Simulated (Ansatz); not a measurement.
Reactions of C3H6OSi (`C=C=C(O)[SiH3]`).

Gas-phase electronic energies from Ansatz, PBE0-D4/def2-TZVP geometries. CCSD(T)/CBS is the MP2 limit (def2-TZVPP, def2-QZVPP) plus CCSD(T) − MP2 in def2-TZVPP, frozen cores. This one scheme is used for every species, atoms too. Open shells (•) are unrestricted, without spin–orbit coupling. Spin–orbit coupling would lower the free atoms: a little for C, O, Si. One conformer a species, not always the lowest.

**Question.** Order these by ΔE at CCSD(T)/CBS, lowest first. (An estimate is asked.)
A. `C=C=C(O)[SiH3]` + H₂ → `C=C=CO` + SiH₄
B. `C=C=C(O)[SiH3]` + HCl → `C=C=C(O)Cl` + SiH₄
C. `C=C=C(O)[SiH3]` → `C=C=CO` + `[SiH2]`
D. `C=C=C(O)[SiH3]` → `[SiH3]C1=CCO1`
E. `C=C=C(O)[SiH3]` → `C[SiH]1C=CO1`
F. `C=C=C(O)[SiH3]` → `[SiH3]OC1=CC1`
G. `C=C=C(O)[SiH3]` → 3 C• + 6 H• + O• + Si•
H. `C=C=C(O)[SiH3]` + `O[Si](F)(Cl)O[SiH3]` → `F[Si](Cl)(O[SiH3])O[SiH3]` + `C=C=CO`

**Answer.** E (-2.19 eV), H (-1.07 eV), A (-0.17 eV), F (-0.02 eV), D (+0.15 eV), B (+0.74 eV), C (+2.49 eV), G (+43.90 eV).

Largest T1 diagnostic: 0.014, for `[SiH2]`.
